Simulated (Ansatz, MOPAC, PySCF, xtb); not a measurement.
Noncovalent pair: CH4O (SMILES CO) (first 6 atoms) with CH2O2 (SMILES O=CO); geometry from B3LYP-D3(BJ)/def2-TZVP, rigid monomers moved along the line of their centres of mass till O2···H11 is 1.58 Å.
(charge 0, multiplicity 1):
```xyz
11

C     -0.18960    -0.35027     0.18299
O      0.48930    -0.80552     1.35223
H     -0.90401     0.44544     0.41406
H     -0.72878    -1.20179    -0.22782
H      0.51964     0.01102    -0.56554
H      0.93740    -0.05470     1.77985
O      0.81917     0.85092     3.39333
C      0.00877     0.21679     4.03063
O     -0.64697    -0.85091     3.60512
H     -0.27525     0.47028     5.05976
H     -0.35860    -1.04220     2.66891
```

Monomers are frozen at their geometry in the pair; levels with a basis set take the counterpoise correction. Rows marked so take none.

Frozen-core correlation. Rows in 6-311+G**, 6-31G* carry no dispersion term and start afresh at each structure (6-31G* with six Cartesian d functions). The state that PM7 reach isn't checked; PM7 holds dispersion and hydrogen-bond terms.

The values were computed with Ansatz (a first-principles code); MOPAC for PM7 (differences of heats of formation); PySCF for 6-311+G** rows, 6-31G* rows, the dispersion terms; xtb for the GFN methods. Values without a source in brackets are computed.

| level | interaction energy (meV) |
|---|---|
| PM7 | -447.9 |
| GFN1-xTB | -459.6 |
| BP86/6-31G* (no counterpoise) | -632.8 |
| r2SCAN/def2-TZVPPD | -514.1 |
| B3LYP/6-31G* | -426.2 |
| B3LYP/6-311+G** (no counterpoise) | -432.6 |
| B3LYP-D3(BJ)/def2-TZVPPD | -488.6 |
| wB97X-V/def2-TZVPPD | -472.4 |
| CCSD(T)/aug-cc-pVDZ | [?] |

Q: Some entries are withheld; supply them.

A: 
- CCSD(T)/aug-cc-pVDZ, interaction energy (meV): -356.5
